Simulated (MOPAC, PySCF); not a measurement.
C$_{2}$H$_{7}$BO, SMILES `B(O)(C)C` (C–B–O–H torsion 178°), neutral singlet in the gas phase. 

Z-matrix (Å, degrees):
```
B
O 1 1.3638
H 2 0.9605 1 112.83
C 1 1.5688 2 116.90 3 -178.47
H 4 1.0913 1 112.94 2 -13.52
H 4 1.0938 5 109.09 1 125.24
H 4 1.0970 5 107.64 6 114.29
C 1 1.5758 2 121.06 3 1.68
H 8 1.0937 1 111.64 2 -137.30
H 8 1.0943 9 108.20 1 -126.93
H 8 1.0968 9 105.73 10 -114.68
```
Charge 0, multiplicity 1.

All levels are single points at this geometry (PBE0-D3(BJ)/def2-TZVP); Pople sets use spherical d functions. Orbital energies aren't observables, and empty levels follow the basis.

B3LYP/6-311+G** in PySCF gives gap (eV) = 7.88.

Question: Estimate the gap (eV) from each of these levels: M06-2X/def2-TZVP in PySCF; PBE-D3(BJ)/def2-TZVP in PySCF; B3LYP/6-31G* in PySCF; M06-2X/6-31G* in PySCF; HF/3-21G in PySCF; HF/6-31G* in PySCF; PM3 in MOPAC; PM7 in MOPAC.

Answer: 
```
level                          gap (eV)
-----------------------------  --------
M06-2X/def2-TZVP in PySCF         10.93
PBE-D3(BJ)/def2-TZVP in PySCF      6.64
B3LYP/6-31G* in PySCF              8.79
M06-2X/6-31G* in PySCF            11.63
HF/3-21G in PySCF                 16.87
HF/6-31G* in PySCF                16.93
PM3 in MOPAC                      13.00
PM7 in MOPAC                      10.87
```
